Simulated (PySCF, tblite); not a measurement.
Isomers of C6H13PSi. Level: GFN2-xTB in tblite, geometry and Hessian alike; calculated harmonic values, unscaled, isolated species. The method is semi-empirical: single wavenumbers can be off by several per cent or more. Modes of hydrogen on phosphorus and silicon can be 10 to 20 % off. One conformer each.

Electronic energies: PBE0/pcSseg-1 single points on the GFN2-xTB geometries (PySCF, gas phase).

```
              SMILES  electronic energy, lowest = 0 (kJ/mol)
  CCP1C=C([SiH3])CC1                                    63.2
  CC1=CCP(C[SiH3])C1                                    42.4
    CCP1CCC=C1[SiH3]                                    58.2
  C[SiH2]P1C=C(C)CC1                                     0.0
C/C([SiH3])=P/C1CCC1                                   177.0
   CC(C)CP=C=C[SiH3]                                   179.9
   CCCC#C[Si@@H](C)P                                    98.6
  CC1=CP(C[SiH3])CC1                                    47.8
```

Task: How do GFN2-xTB zero-point energies change the relative energies?

Result: 
```
              SMILES  ZPE (kJ/mol)  of it from modes above 1550 cm⁻¹  electronic (kJ/mol)  with ZPE, lowest = 0 (kJ/mol)  lowest mode (cm⁻¹)  rings
  C[SiH2]P1C=C(C)CC1         442.4                             233.8                  0.0                            0.0                  26      1
  CC1=CCP(C[SiH3])C1         433.8                             228.7                 42.4                           33.8                  48      1
  CC1=CP(C[SiH3])CC1         436.3                             228.8                 47.8                           41.7                  66      1
    CCP1CCC=C1[SiH3]         437.3                             228.4                 58.2                           53.0                  49      1
  CCP1C=C([SiH3])CC1         437.1                             228.7                 63.2                           57.9                  54      1
   CCCC#C[Si@@H](C)P         434.7                             234.7                 98.6                           91.0                  2i      0
C/C([SiH3])=P/C1CCC1         440.3                             219.1                177.0                          174.9                  52      1
   CC(C)CP=C=C[SiH3]         433.7                             230.6                179.9                          171.3                  31      0
```

The zero-point energies span 8.7 kJ/mol, from `CC(C)CP=C=C[SiH3]` to `C[SiH2]P1C=C(C)CC1`. Slightly imaginary modes are left out of the zero-point energy: `CCCC#C[Si@@H](C)P` 2.3i cm⁻¹. The lowest isomer stays, but the order above it changes.

Task: And how do the electronic energies of GFN2-xTB itself compare?

Result: `C[SiH2]P1C=C(C)CC1` 0.0; `CC1=CCP(C[SiH3])C1` 5.4; `CC1=CP(C[SiH3])CC1` 7.9; `CCP1CCC=C1[SiH3]` 24.0; `CCP1C=C([SiH3])CC1` 21.0; `CCCC#C[Si@@H](C)P` 136.2; `C/C([SiH3])=P/C1CCC1` 102.7; `CC(C)CP=C=C[SiH3]` 145.2 kJ/mol, lowest = 0. Against the energies above, taken from the same isomer `C[SiH2]P1C=C(C)CC1`, the largest difference is 74.3 kJ/mol.

Task: What do entropy and thermal enthalpy add at 298.15 K and 1 bar (rigid rotor, harmonic oscillator, one conformer each)?

Result: 
```json
{"SMILES": "C[SiH2]P1C=C(C)CC1", "point group": "C1", "symmetry number": "1", "S (J/(mol K))": "441.6", "H − H(0) (kJ/mol)": "32.33", "ZPE + H − H(0) − TS (kJ/mol)": "343.1"}
{"SMILES": "CC1=CCP(C[SiH3])C1", "point group": "C1", "symmetry number": "1", "S (J/(mol K))": "428.2", "H − H(0) (kJ/mol)": "31.17", "ZPE + H − H(0) − TS (kJ/mol)": "337.3"}
{"SMILES": "CC1=CP(C[SiH3])CC1", "point group": "C1", "symmetry number": "1", "S (J/(mol K))": "422.0", "H − H(0) (kJ/mol)": "30.87", "ZPE + H − H(0) − TS (kJ/mol)": "341.4"}
{"SMILES": "CCP1CCC=C1[SiH3]", "point group": "C1", "symmetry number": "1", "S (J/(mol K))": "430.5", "H − H(0) (kJ/mol)": "31.47", "ZPE + H − H(0) − TS (kJ/mol)": "340.4"}
{"SMILES": "CCP1C=C([SiH3])CC1", "point group": "C1", "symmetry number": "1", "S (J/(mol K))": "432.3", "H − H(0) (kJ/mol)": "31.52", "ZPE + H − H(0) − TS (kJ/mol)": "339.7"}
{"SMILES": "C/C([SiH3])=P/C1CCC1", "point group": "C1", "symmetry number": "1", "S (J/(mol K))": "436.0", "H − H(0) (kJ/mol)": "31.61", "ZPE + H − H(0) − TS (kJ/mol)": "341.9"}
{"SMILES": "CC(C)CP=C=C[SiH3]", "point group": "C1", "symmetry number": "1", "S (J/(mol K))": "465.1", "H − H(0) (kJ/mol)": "34.53", "ZPE + H − H(0) − TS (kJ/mol)": "329.6"}
```

Not tabulated: `CCCC#C[Si@@H](C)P` (lowest mode only 2i cm⁻¹).
